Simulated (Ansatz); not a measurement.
Basis-set extrapolation for C2H8O2Si2 (`O[Si@H]1C[Si@@H](O)C1`) (PBE0-D4/def2-TZVP geometry, frozen core, the Gaussian-basis code of Ansatz). Multiplicity 1, RHF reference.

|  | def2-TZVPP | def2-QZVPP |
| --- | --- | --- |
| HF | -808.223304 | -808.252604 |
| MP2 correlation | -1.064423 | -1.144632 |
| CCSD(T) correlation | -1.151971 | not run |

Energies in hartree. Use E(X) = E(∞) + A·exp(−7.88·√X) for Hartree–Fock and E(X) = E(∞) + B·X^(−2.97) for correlation, with X = 3 and 4, and add CCSD(T) minus MP2 of the smaller set to the MP2 limit.

Q: What is the CCSD(T) energy at the basis-set limit?

A: HF limit: -808.252604 + (-0.029300) × 0.13774 = -808.25664. MP2 limit: -1.144632 + (-0.080209) × 0.74074 = -1.20405. Higher-order term: -1.151971 − (-1.064423) = -0.08755. Total: -809.54824 hartree, 454.1 kJ/mol below CCSD(T)/def2-TZVPP.
